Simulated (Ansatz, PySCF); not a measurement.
CH$_{4}$BClOS (SMILES CSB(O)Cl), singlet, geometry from GFN2-xTB, with bond 8-6 at 1.8 times its length. Base run: CASSCF(2,2)/STO-3G (PySCF).

Input for PySCF:
```python
from pyscf import gto, scf, mcscf
import numpy

mol = gto.Mole()
mol.atom = '''
    B     0.220452    0.263568    0.332389
    Cl    0.094537   -0.049239    2.052690
    O     0.956537    1.277631   -0.135364
    H     1.417590    1.834461    0.493825
    S    -0.652665   -0.793356   -0.830534
    C    -0.176341   -0.027868   -2.419651
    H    -0.517498    1.001103   -2.436878
    H    -1.051705   -1.067645   -3.819439
    H     0.901565   -0.070970   -2.527949
'''
mol.basis = 'sto-3g'
mol.charge = 0
mol.spin = 0
mol.verbose = 4
mol.build()

mf = scf.RHF(mol)
mf.kernel()
mc = mcscf.CASSCF(mf, 2, 2)
mc.fix_spin_(ss=0.0)
mc.kernel()
occ = numpy.linalg.eigvalsh(mc.fcisolver.make_rdm1(mc.ci, mc.ncas, mc.nelecas))[::-1]
ss = mc.fcisolver.spin_square(mc.ci, mc.ncas, mc.nelecas)[0]
print('natural occupations', occ.round(4), ' <S^2>', round(ss, 4))
```

Programs used: Ansatz (a program for electronic structure), PySCF; a row that names a program was run with it.

Each row names what was changed in the base input (with any setting that the change needs).

| change | ΔE vs base (kcal/mol) | natural occupations | <S^2> of the state |
|---|---|---|---|
| base | 0.000 | 2.00 0.00 | 0.00 |
| active space = 8 electrons, 9 orbitals | -86.7 | 1.98 1.98 1.96 1.73 0.27 0.04 0.02 0.02 0.00 | 0.00 |
| orbitals = fixed (CASCI); correction = SC-NEVPT2 | -122.3 | 2.00 0.00 | 0.00 |
| start = MP2 natural orbitals | -54.29 | 1.72 0.28 | 0.00 |
| correction = SC-NEVPT2 | -122.3 | 2.00 0.00 | 0.00 |
| orbitals = fixed (CASCI) | 0.000 | 2.00 0.00 | 0.00 |
| code = ansatz | -54.28 | - | - |
| active space = 6 electrons, 4 orbitals | -54.45 | 2.00 2.00 1.72 0.28 | 0.00 |
| solver = newton | -54.29 | 1.72 0.28 | 0.00 |
| code = ansatz; correction = SC-NEVPT2, all electrons | -151.4 | - | - |
| conv_tol = 1e-5 | 0.000 | 2.00 0.00 | 0.00 |

Active orbitals are taken around the Fermi level unless the row says otherwise; CASSCF can end in different local minima, and two programs can end on different orbitals. State-averaged rows give the lowest state.
